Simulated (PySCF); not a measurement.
How methods differ on the ionisation energy of B⁺

B⁺ [He] 2s2 (1S) → B²⁺ [He] 2s1 (2S), as a difference of total energies. Calculation: PySCF 2.14, in x2c-QZVPPall with one added diffuse shell each of s, p, d, f type (8s5p4d3f1g, 73 functions); scalar relativity by spin-free X2C-1e. Correlated levels: valence: 1s2 frozen. The calculations carry no spin-orbit coupling.

```json
{"method": "UHF", "ionisation energy (eV)": "23.449"}
{"method": "MP2 (valence)", "ionisation energy (eV)": "24.473"}
{"method": "SCS-MP2 (valence)", "ionisation energy (eV)": "24.678"}
{"method": "CCSD (valence)", "ionisation energy (eV)": "25.100"}
```

Problem. How much does correlation contribute at MP2 (valence)?

Solution. 24.473 − (23.449) = 1.024 eV, measured against UHF.

Errors of the correlated levels include the incompleteness of this basis and the frozen core.

With two correlated electrons CCSD is exact in that space.

For comparison: 25.155 eV (measured; NIST Atomic Spectra Database, ionization energies).
